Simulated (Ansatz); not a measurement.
Reaction (atomization): `[SH][GeH2][SH]` → Ge• + 4 H• + 2 S•

Gas-phase electronic energies from Ansatz, PBE0-D4/def2-TZVP geometries. CCSD(T)/CBS adds triple-zeta CCSD(T) − MP2 to the extrapolated MP2 energy (def2 sets, frozen cores). This one scheme is used for every species, atoms too. Functionals use def2-TZVPP. B3LYP here is the variant with VWN-RPA as its local correlation; programs differ in this. HSE06 is defined as in plane-wave codes. No spin–orbit coupling; open shells (•) take unrestricted orbitals. Spin–orbit coupling would lower the free atoms: a little for S; clearly for Ge. Bonds to Ge are less sure, by a few kJ/mol each and by 10 to 20 or more in all where they break to atoms, as the def2 sets lack core-valence functions. Scalar relativity is left out up to krypton. One conformer a species, not always the lowest.

`[SH][GeH2][SH]`:

```xyz
7

S    -0.260   -0.720   -1.862
Ge   -0.511   -0.265    0.299
S     1.396   -0.186    1.436
H     0.170    0.514   -2.173
H    -1.242    1.076    0.450
H    -1.291   -1.446    0.881
H     1.739    1.026    0.970
```

| level | ΔE (kJ/mol) | difference from CCSD(T)/CBS |
| --- | --- | --- |
| LDA (SPW92) | 2189.2 | 267.2 |
| PBE-D4 | 1917.9 | -4.1 |
| revPBE-D4 | 1876.9 | -45.1 |
| BLYP-D4 | 1878.8 | -43.2 |
| r2SCAN-D4 | 1924.4 | 2.4 |
| B97M-V | 1954.4 | 32.4 |
| PBE0-D4 | 1898.4 | -23.6 |
| r2SCANh-D4 | 1913.1 | -8.9 |
| r2SCAN0-D4 | 1897.4 | -24.6 |
| HSE06-D4 | 1899.1 | -22.9 |
| BHLYP-D4 | 1856.6 | -65.4 |
| CAM-B3LYP-D4 | 1894.9 | -27.1 |
| ωB97X-V | 1935.5 | 13.5 |
| ωB97M-V | 1918.2 | -3.8 |
| B2PLYP | 1871.8 | -50.2 |
| PBE-QIDH | 1893.2 | -28.8 |
| PBE | 1901.6 | -20.4 |
| revPBE | 1835.2 | -86.8 |
| BLYP | 1843.8 | -78.2 |
| r2SCAN | 1920.6 | -1.4 |
| PBE0 | 1884.4 | -37.6 |
| B3LYP | 1867.5 | -54.5 |
| r2SCANh | 1909.0 | -13.0 |
| r2SCAN0 | 1892.8 | -29.2 |
| HSE06 | 1885.9 | -36.1 |
| BHLYP | 1833.1 | -88.9 |
| CAM-B3LYP | 1880.3 | -41.7 |
| HF/def2-SVP | 1317.6 | -604.4 |
| CCSD/def2-SVP | 1727.0 | -195.0 |
| CCSD(T)/def2-SVP | 1749.6 | -172.4 |
| HF/def2-TZVPP | 1340.0 | -582.0 |
| MP2/def2-TZVPP | 1867.1 | -54.9 |
| SCS-MP2/def2-TZVPP | 1872.7 | -49.3 |
| CCSD(T)/def2-TZVPP | 1870.8 | -51.2 |
| HF/def2-QZVPP | 1340.3 | -581.7 |
| MP2/def2-QZVPP | 1896.6 | -25.4 |
| SCS-MP2/def2-QZVPP | 1907.5 | -14.5 |
| HF/CBS(def2) | 1340.4 | -581.6 |
| MP2/CBS(def2) | 1918.3 | -3.7 |
| CCSD/CBS(def2) | 1889.8 | -32.2 |
| CCSD(T)/CBS | 1922.0 | 0 |

Largest T1 diagnostic among the species: 0.011.

Leaving LDA and LC-ωPBE aside and taking each functional with its dispersion term where it has one, the values spread over 97.9 kJ/mol, from BHLYP-D4 to B97M-V. LDA lies +287.7 kJ/mol from PBE without D4, its usual overbinding. From PBE to PBE0 (25 % exact exchange), in def2-TZVPP and without D4, ΔE moves by −17.1 kJ/mol: exact exchange takes away binding that semilocal exchange gives to molecules.

For atomizations the MP2-based limit and the directly extrapolated one differ by several kJ/mol either way, and by 10 to 25 for some Ge, Se and Sn compounds, so smaller differences from it don't rank the levels.
